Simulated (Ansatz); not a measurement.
`O=[CH][SnH2][GeH3]` + H–F → `[F][SnH2][GeH3]` + `C=O` at 500 K and 1 bar (ligand exchange at the Sn–C bond).

Program: Ansatz. Geometries: PBE0-D4/def2-TZVP. ΔE: electronic, gas phase. CCSD(T)/CBS is the MP2 limit (def2-TZVPP, def2-QZVPP) plus CCSD(T) − MP2 in def2-TZVPP, frozen cores. This one scheme is used for every species. Elements past krypton have def2 core potentials. For Ge, Sn outer-core shells are correlated without core-valence functions, which leaves a few kJ/mol of doubt a bond. Scalar relativity is left out up to krypton. Each species was taken in one conformer, which may not be the lowest.

```json
{"species": "`O=[CH][SnH2][GeH3]`", "CCSD(T)/CBS energy (Eh)": "-2406.92569", "H − E (kJ/mol)": "194.2", "S (J/(mol·K))": "469.3"}
{"species": "H–F", "CCSD(T)/CBS energy (Eh)": "-100.39570", "H − E (kJ/mol)": "39.4", "S (J/(mol·K))": "188.7"}
{"species": "`[F][SnH2][GeH3]`", "CCSD(T)/CBS energy (Eh)": "-2392.95632", "H − E (kJ/mol)": "144.5", "S (J/(mol·K))": "413.4"}
{"species": "`C=O`", "CCSD(T)/CBS energy (Eh)": "-114.39408", "H − E (kJ/mol)": "87.9", "S (J/(mol·K))": "238.5"}
```

H − E and S are ideal-gas, rigid-rotor, harmonic terms from PBE0-D4/def2-TZVP, for one conformer and one mirror image of each species. 1 Eh = 2625.50 kJ/mol, R = 8.31446 J/(mol·K).

Question: By hand: ΔE, ΔH, ΔS and ΔG.

Answer: ΔE = (-2392.95632) + (-114.39408) − (-2406.92569) − (-100.39570) = -0.02901 Eh = -76.2 kJ/mol. Δ(H − E) = 144.5 + 87.9 − 194.2 − 39.4 = -1.2, so ΔH = -77.4 kJ/mol. ΔS = 413.4 + 238.5 − 469.3 − 188.7 = -6.1 J/(mol·K). ΔG = -77.4 − 500 × (-6.1)/1000 = -74.4 kJ/mol.

Question: By hand: the equilibrium constant, and the temperature at which ΔG would vanish if ΔH and ΔS stayed fixed.

Answer: log₁₀ K = −ΔG/(RT ln 10) = 7.8. ΔG = 0 at ΔH/ΔS = 12689 K, far beyond where these terms or the molecules hold.

The number of gas molecules stays the same, so ΔS is small and ΔH decides. A doubt of 5 kJ/mol in ΔE shifts log₁₀ K by 0.5 here. Other conformers and mirror images would add mixing entropy, several J/(mol·K) or more a flexible species. Modes under 60 cm⁻¹, often nearly free rotors, make the harmonic entropy too high. These are equilibria of isolated gas molecules and say nothing of rates. Largest T1 diagnostic: 0.015 (customary marks: 0.02 for closed shells, 0.045 for open ones).
